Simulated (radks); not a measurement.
Removal energies from the antimony ion Sb3+, [Kr] 4d10 5s2, by Delta-SCF beside the eigenvalue of the level emptied. All-electron calculation, Dirac Kohn-Sham, BLYP, spin-unpolarised, spherical densities, finite nucleus; Fermi nuclear charge, rms radius of each element as measured or else 0.836 A^(1/3) + 0.57 fm. Program: a radial shooting solver on a logarithmic mesh with Libxc functionals. Sub-shells are occupied by j as written (lower j first in brackets).

removed from                        final configuration  Delta-SCF (eV)  -eigenvalue (eV)
5s1/2                                     [Kr] 4d10 5s1          44.437            38.980
4d5/2                       [Kr] 4d(3/2: 4, 5/2: 5) 5s2          71.307            62.027
4d3/2                       [Kr] 4d(3/2: 3, 5/2: 6) 5s2          72.639            63.288
4p3/2         [Ar] 3d10 4s2 4p(1/2: 2, 3/2: 3) 4d10 5s2          138.58            128.25
